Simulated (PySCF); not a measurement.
r2SCAN on In⁺ (indium, charge +1)

Configuration: [Kr] 4d9 5s2 5p1, one real determinant (an excited configuration). Computed with PySCF 2.14 in x2c-QZVPPall, with the spin-free X2C one-electron Hamiltonian (Gaussian nucleus).

* Total energy: -5880.10 hartree
* One-electron energy: -8067.18 hartree
* Hartree (Coulomb) energy: 2347.85 hartree
* Exchange-correlation energy: -160.76 hartree
* ⟨S²⟩: 2.0054
* ⟨L²⟩: 8.022
* Sum of ⟨r⟩: 32.08 bohr
* Sum of ⟨r²⟩: 45.97 bohr²
* Traceless quadrupole moment −½Σ⟨3z² − r²⟩ along its main axis: -3.60 e·bohr²
* Langevin diamagnetic susceptibility: -36.4 ×10⁻⁶ cm³/mol
* Time after the integrals: of the order of 6 core-seconds

```tsv
shell	electrons	mean orbital energy (eV)	spread (eV)	rms radius, mean of both spins (bohr)
1s α	1	-27770.8	0	0.0341
1s β	1	-27770.8	0	0.0341
2s α	1	-4187.1	0	0.139
2s β	1	-4186.7	0	0.139
2p α	3	-3758.9	0.457	0.124
2p β	3	-3758.6	0.118	0.124
3s α	1	-813.34	0	0.372
3s β	1	-813.25	0	0.372
3p α	3	-671.80	0.788	0.373
3p β	3	-671.66	0.605	0.373
3d α	5	-451.65	0.970	0.354
3d β	5	-451.37	0.498	0.354
4s α	1	-137.95	0	0.901
4s β	1	-136.47	0	0.901
4p α	3	-95.307	1.592	0.980
4p β	3	-93.854	0.303	0.980
4d α	5	-33.175	1.846	1.24
4d β	4	-32.151	0.652	1.24
5s α	1	-17.982	0	2.52
5s β	1	-16.920	0	2.52
5p α	1	-11.065	0	3.09
```

⟨L²⟩ = 8.02 against 12 for a pure F term, so this real determinant mixes terms.

Densities and radii are taken from the X2C orbitals without a picture-change correction, which distorts them close to the nucleus.
